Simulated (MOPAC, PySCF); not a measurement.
GeI$_{4}$, SMILES `[I][Ge]([I])([I])[I]`, neutral singlet in the gas phase. 

Cartesian coordinates (Å):
```xyz
5

I     -1.6398    -1.8034    -0.5963
Ge     0.0000     0.0000     0.0000
I     -1.1167     2.2397    -0.1832
I      1.9531    -0.0920    -1.5728
I      0.8033    -0.3443     2.3523
```
Charge 0, spin multiplicity 1.

All levels are single points at this geometry (PBE0-D3(BJ)/def2-SVP); Pople sets use spherical d functions. Orbital energies aren't observables, and empty levels follow the basis.

```csv
level,HOMO (eV),LUMO (eV),gap (eV),dipole (D),"vertical IE, Delta-SCF (eV)"
M06-2X/def2-TZVP in PySCF,-8.96,-2.58,6.39,0.00,–
PBE-D3(BJ)/def2-TZVP in PySCF,-6.65,-4.11,2.53,0.00,–
B3LYP/6-31G* (LANL2DZ on I) in PySCF,-7.64,-3.73,3.91,0.00,9.42
PBE/6-31G* (LANL2DZ on I) in PySCF,-6.78,-4.24,2.54,0.00,–
PM6 in MOPAC,-10.29,-3.06,7.22,0.00,–
PM7 in MOPAC,-9.80,-3.28,6.52,0.00,–
```
